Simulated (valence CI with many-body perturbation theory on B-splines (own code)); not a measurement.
Values are calculated unless marked as measured or tabulated.
## Hyperfine factors and g values of Ta²³⁺

Method: valence CI with perturbative core correlation (CI+MBPT): four valence electrons over a frozen Dirac-Fock core [Kr] 4d10, a basis of 8 s, 8 p, 9 d, 9 f, 6 g, 3 h, 2 i functions for each j, with the one-electron correlation potential Σ1, the two-electron term Σ2, the three-electron term Σ3, Breit, model QED; selected CI, second order for the rest (own B-spline code, finite nucleus).

No measured levels were compared; by estimate terms of the open shell hold to a few per cent of their energy, and close levels can change places. Core correlation moves these levels by up to 3700 cm⁻¹, and in measured spectra 5 to 20 % of such shifts remained as error; rates that hang on mixing are uncertain with them. Only levels of the ground parity were solved; by the run's estimate the other parity begins above the list, which can be wrong where configurations are misplaced.

A/g_I is the dipole constant over the nuclear g factor μ/I (μ in nuclear magnetons, uniformly magnetised nucleus), B/Q the quadrupole constant per barn. Both hold the static response of the core; the bare values leave it out. Large factors of s and p1/2 electrons are usually good to 5 to 10 %; those of open d and f shells near neutrality can be off by tens of per cent, and small factors of p3/2, d and f electrons come from cancelling terms and can be off by a factor of two or in sign, in half-filled shells by more. B is blank for J = 1/2, where it vanishes, and for nearly pure S terms. Energies count from the lowest level. Levels with J = 0 are left out.

Levels are named by their leading jj configuration (3d3/2^4 stands for four electrons in 3d with j = 3/2), which in mixed levels can hold well under half, so a name can repeat and another be missing. Letters in brackets count levels of one name in rising energy.

```csv
Level,E (eV),g,A/g_I (MHz),A/g_I bare,B/Q (MHz/b),B/Q bare
(4f5/2^4) J=4,0.000,0.634,4120,3680,-1850,-1620
(4f5/2^3 4f7/2) J=5 [a],1.538,0.908,2920,2880,-1600,-1420
(4f5/2^2 4f7/2^2) J=6 [a],2.883,1.057,2320,2500,-1380,-1240
(4f5/2^2 4f7/2^2) J=7 [a],4.004,1.140,2050,2350,-1010,-940
(4f5/2^4) J=2,4.217,0.971,3240,3380,2240,1980
(4f5/2^3 4f7/2) J=1 [a],4.724,0.103,7490,6440,599,525
(4f5/2^2 4f7/2^2) J=8 [a],4.962,1.187,1920,2310,-510,-523
(4f5/2^3 4f7/2) J=4 [a],5.097,1.034,2770,2960,-2840,-2500
(4f5/2^3 4f7/2) J=3 [a],5.516,1.166,1990,2340,-1.17,-14.8
(4f5/2^3 4f7/2) J=2 [a],5.971,1.298,1370,1900,-1420,-1270
(4f5/2^3 4f7/2) J=2 [b],6.023,0.972,2710,2760,-414,-363
(4f5/2^3 4f7/2) J=3 [b],6.341,0.917,3030,3020,792,718
(4f5/2^2 4f7/2^2) J=6 [b],6.466,0.880,3020,2930,412,382
(4f5/2^2 4f7/2^2) J=5 [a],6.946,1.233,1600,2040,-920,-867
(4f5/2^3 4f7/2) J=7,6.956,0.971,2660,2710,1870,1630
(4f5/2^2 4f7/2^2) J=4 [a],7.121,1.220,1530,1930,2120,1850
(4f5/2^3 4f7/2) J=8,7.551,1.024,2480,2610,3500,3030
(4f5/2^2 4f7/2^2) J=4 [b],8.364,1.047,2410,2580,-659,-571
(4f5/2^2 4f7/2^2) J=5 [b],8.565,1.250,1350,1790,2300,2000
(4f5/2^2 4f7/2^2) J=2 [a],8.587,1.164,1810,2130,1580,1400
(4f5/2^2 4f7/2^2) J=3 [a],8.658,0.865,3070,2950,-1960,-1720
(4f5/2^2 4f7/2^2) J=1,9.279,1.032,2860,3070,-159,-148
(4f5/2^2 4f7/2^2) J=2 [b],9.563,1.029,1870,1920,-726,-665
(4f5/2^2 4f7/2^2) J=5 [c],9.742,1.147,2010,2320,-652,-585
(4f5/2^2 4f7/2^2) J=8 [b],9.801,0.999,2560,2650,3220,2830
(4f5/2^2 4f7/2^2) J=6 [c],9.890,1.247,1450,1890,-707,-681
(4f5/2^2 4f7/2^2) J=9,9.953,1.052,2350,2520,5650,4930
(4f5/2 4f7/2^3) J=7 [a],9.960,0.963,2510,2510,1260,1120
(4f5/2^3 4f7/2) J=5 [b],10.050,0.924,2710,2670,784,674
(4f5/2^2 4f7/2^2) J=4 [c],10.053,1.199,1610,1980,-2220,-1980
(4f5/2^2 4f7/2^2) J=3 [b],10.066,1.259,1090,1510,1070,930
(4f5/2^2 4f7/2^2) J=8 [c],10.426,1.034,2250,2360,2830,2470
(4f5/2^2 4f7/2^2) J=6 [d],10.787,1.141,2050,2360,-25.2,-42.9
(4f5/2^2 4f7/2^2) J=2 [c],10.808,0.717,4570,4370,791,723
(4f5/2^3 4f7/2) J=1 [b],10.862,1.495,-576,80.1,1340,1170
(4f5/2 4f7/2^3) J=4 [a],11.133,1.045,2300,2440,-1090,-967
(4f5/2^2 4f7/2^2) J=7 [b],11.602,1.099,2230,2480,988,853
(4f5/2^2 4f7/2^2) J=6 [e],11.654,1.097,2170,2410,-862,-768
```

Question: Take the isotope of mass number 181, with I = 7/2, μ = 2.365 μN and Q = 3.17 b. What is the hyperfine structure of (4f5/2^4) J=2?

Answer: From the table A = 2190 MHz, B = 7100 MHz. Shifts from the centre of gravity in MHz: F = 3/2: -15900, F = 5/2: -13600, F = 7/2: -8600, F = 9/2: 876, F = 11/2: 17100.
